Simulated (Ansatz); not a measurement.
Start from `[Cl][Hf]([Cl])([Cl])[I]` and change one atom or group to get `[SiH3][O][Hf]([Cl])([Cl])[Cl]`.

Ansatz, PBE0-D4/def2-TZVP geometries, multiplicity 1. Each molecule was computed in one conformer, which needn't be the lowest.

Elements past krypton have def2 core potentials.

| property | `[Cl][Hf]([Cl])([Cl])[I]` |
| --- | --- |
| HOMO–LUMO gap (PBE/def2-TZVPP) / eV | 4.23 |
| LUMO energy (PBE0/def2-TZVPP) / eV | -2.28 |
| size of the dipole moment (PBE/def2-TZVPP) / D | 0.36 |
| HOMO–LUMO gap (ωB97M-V/def2-TZVPP) / eV | 10.21 |
| HOMO–LUMO gap (B3LYP/def2-TZVPP) / eV | 5.68 |
| HOMO energy (B3LYP/def2-TZVPP) / eV | -8.12 |

Problem. Give the same properties after the change, and the shifts. (Estimate.)

Solution. Computed: 
```csv
property,`[SiH3][O][Hf]([Cl])([Cl])[Cl]`,shift
HOMO–LUMO gap (PBE/def2-TZVPP) / eV,5.62,1.39
LUMO energy (PBE0/def2-TZVPP) / eV,-1.53,0.75
size of the dipole moment (PBE/def2-TZVPP) / D,1.87,1.51
HOMO–LUMO gap (ωB97M-V/def2-TZVPP) / eV,12.20,1.99
HOMO–LUMO gap (B3LYP/def2-TZVPP) / eV,7.39,1.71
HOMO energy (B3LYP/def2-TZVPP) / eV,-9.12,-1.00
```

With PBE0 the HOMO falls by 0.99 eV and the LUMO rises by 0.75 eV, so the gap widens by about 1.74 eV. PBE moves the HOMO by -0.72 eV and ωB97M-V by -1.18 eV. Dipoles are sizes alone; their direction can turn.

B3LYP here is the variant with VWN-RPA as its local correlation; programs differ in this.

Spin–orbit coupling is left out; it splits and shifts lone-pair levels of the heavy atoms by tenths of an eV.
